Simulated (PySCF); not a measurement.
trifluoroacetic acid anion (C2HF3O2), SMILES O=C(O)C(F)(F)F (connectivity only; charge and spin as stated), charge -1, multiplicity 2.

Geometry optimised at r2SCAN-D4/def2-SVPD. The spin state was assumed, not searched. One conformer was computed; it need not be the lowest.

The numbers are results of PBE/def2-SVPD (PySCF), not measurements.

Gas-phase values at a fixed geometry. A positive occupied level means that this level leaves the electron formally unbound; only the finite basis holds it.

| Item | Result |
|---|---|
| total energy | -525.93751 hartree |
| α spin, highest occupied and lowest empty level | 2.21 and 4.00 eV |
| β spin, highest occupied and lowest empty level | -0.79 and 3.34 eV |
| dipole moment about the centre of nuclear charge | 0.541 e·Å |
| mean static polarisability | 58.5 bohr³ (8.67 Å³) |
| polarisability, principal values | 49.1, 58.2, 68.2 bohr³ |
| ⟨S²⟩ | 0.752 (pure state 0.75) |
